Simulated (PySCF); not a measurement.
This PySCF input asks for the NMR shieldings of `B[C@@]1([SiH3])C=CO[SiH2]1`, C$_{3}$H$_{9}$BOSi$_{2}$; the geometry comes from GFN2-xTB.

```python
import basis_set_exchange as bse
import numpy as np
from pyscf import gto, dft
from pyscf.prop import nmr

atoms = """
B    -0.600101   -1.313876   -1.264868
C    -0.074721   -0.255766   -0.275343
Si    1.781769   -0.643613    0.032898
C    -0.136884    1.173412   -0.717868
C    -0.718592    2.008148    0.127850
O    -1.201929    1.488773    1.304843
Si   -1.021144   -0.142903    1.395707
H    -0.889842   -1.030149   -2.364616
H    -0.705758   -2.426172   -0.910589
H     1.939943   -1.989381    0.586895
H     2.325925    0.351407    0.962019
H     2.516916   -0.545406   -1.233171
H     0.266430    1.484431   -1.665689
H    -0.877532    3.067862    0.016170
H    -0.267664   -0.451553    2.608327
H    -2.344414   -0.766268    1.386024
"""
names = dict.fromkeys(["B", "C", "Si", "O", "H"], "pcSseg-1")
basis = {el: gto.basis.parse(bse.get_basis(n, elements=[el], fmt="nwchem")) for el, n in names.items()}
mol = gto.M(atom=atoms, basis=basis, charge=0, verbose=0)
mf = dft.RKS(mol, xc="PBE0")
mf.grids.level = 2
mf.grids.alignment = dft.numint.BLKSIZE   # the property module wants whole blocks of grid points
mf.conv_tol = 1e-9
mf.kernel()

calc = nmr.RKS(mf)   # GIAO
C = mf.mo_coeff
Co = C[:, mf.mo_occ > 0]
resp = mf.gen_response(singlet=True, hermi=2)
def vind(x):   # induced exchange potential for any number of trial vectors
    d = np.einsum("pi,xij,qj->xpq", C, 2 * x.reshape(-1, C.shape[1], Co.shape[1]), Co, optimize=True)
    return np.einsum("xpq,pi,qj->xij", resp(d - d.transpose(0, 2, 1)), C, Co, optimize=True).ravel()
mo1, _ = nmr.rhf.solve_mo1(calc, with_cphf=vind)
sigma = calc.kernel(mo1)
for i, s in enumerate(sigma):   # ppm
    print("%2d %-2s %9.2f" % (i, mol.atom_pure_symbol(i), np.trace(s) / 3))
```

Q: Give the expected output.

A: 
```
 0 B      20.15
 1 C     143.55
 2 Si    427.89
 3 C      69.09
 4 C      33.81
 5 O     227.74
 6 Si    357.98
 7 H      24.07
 8 H      24.48
 9 H      27.44
10 H      27.82
11 H      27.73
12 H      25.91
13 H      25.21
14 H      26.18
15 H      26.34
```

These numbers come from an equivalent density-fitted implementation of the same equations, which agrees with the script to about 0.01 ppm for H and up to a few tenths of a ppm for heavy atoms, so last digits may differ.

Size and cost of the density-fitted run: 178 basis functions, 50 s wall time on 1 thread of an Arm Neoverse N1, shared host; peak memory 0.82 GiB.
